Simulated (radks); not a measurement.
Values are calculated unless marked as measured or tabulated.
Problem. Neutral niobium: order these configurations by energy. Level of theory: Dirac Kohn-Sham, BLYP, spin-unpolarised, spherical densities, finite nucleus; Fermi nuclear charge, rms radius of each element as measured or else 0.836 A^(1/3) + 0.57 fm (a radial shooting solver on a logarithmic mesh with Libxc functionals). Sub-shells are occupied by j as written (lower j first in brackets). [Kr] 4d(3/2: 2, 5/2: 0) 5s2 5p(1/2: 1, 3/2: 0); [Kr] 4d(3/2: 3, 5/2: 0) 5s1 5p(1/2: 1, 3/2: 0); [Kr] 4d(3/2: 3, 5/2: 0) 5s2; [Kr] 4d(3/2: 4, 5/2: 0) 5p(1/2: 1, 3/2: 0); [Kr] 4d(3/2: 4, 5/2: 0) 5s1; [Kr] 4d(3/2: 4, 5/2: 1).

Solution. From the lowest, in eV above it: [Kr] 4d(3/2: 3, 5/2: 0) 5s2 0.000; [Kr] 4d(3/2: 4, 5/2: 0) 5s1 0.524; [Kr] 4d(3/2: 4, 5/2: 1) 1.961; [Kr] 4d(3/2: 3, 5/2: 0) 5s1 5p(1/2: 1, 3/2: 0) 3.218; [Kr] 4d(3/2: 4, 5/2: 0) 5p(1/2: 1, 3/2: 0) 3.418; [Kr] 4d(3/2: 2, 5/2: 0) 5s2 5p(1/2: 1, 3/2: 0) 4.136.
